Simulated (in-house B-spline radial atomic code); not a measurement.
A radial electron density 4πr²n(r) was computed for an atom or ion in its tabulated ground configuration with an all-electron radial atomic-structure program (B-spline basis); method: Dirac-Hartree-Fock, average of configuration. Columns: r (bohr), 4πr²n(r) (electrons per bohr), bar.

```
 0.00107    1.647 #
  0.0013    2.316 #
 0.00158    3.245 ##
 0.00192    4.517 ##
 0.00233    6.229 ###
 0.00283    8.528 #####
 0.00343    11.52 ######
 0.00417    15.43 ########
 0.00506     20.3 ###########
 0.00614    26.22 ##############
 0.00745    33.11 ##################
 0.00904    40.71 ######################
   0.011    48.59 ###########################
  0.0133    55.55 ##############################
  0.0162    61.03 #################################
  0.0196    63.64 ###################################
  0.0238    63.14 ###################################
  0.0289    60.02 #################################
  0.0351    56.29 ###############################
  0.0426    54.94 ##############################
  0.0517    58.46 ################################
  0.0627    66.77 #####################################
  0.0761    76.13 ##########################################
  0.0924    80.29 ############################################
   0.112    75.29 #########################################
   0.136    63.91 ###################################
   0.165    55.32 ##############################
     0.2    56.46 ###############################
   0.243    63.65 ###################################
   0.295    64.46 ###################################
   0.358    51.81 ############################
   0.435    32.68 ##################
   0.528    20.47 ###########
   0.641    19.03 ##########
   0.777    20.92 ###########
   0.943     18.7 ##########
    1.15    12.23 #######
    1.39    6.069 ###
    1.69    2.172 #
    2.05   0.5651 
    2.48   0.1023 
    3.02  0.01061 
    3.66 0.0006282
```

Q: Which atom or ion is it?
A. In7+
B. Ag6+
C. In6+
D. Te7+

A: C. The area under the curve, ∫4πr²n dr = ∫r·4πr²n d(ln r) on this logarithmic grid, is 43 electrons, which only this option has. The configuration is [Kr] 4d7.
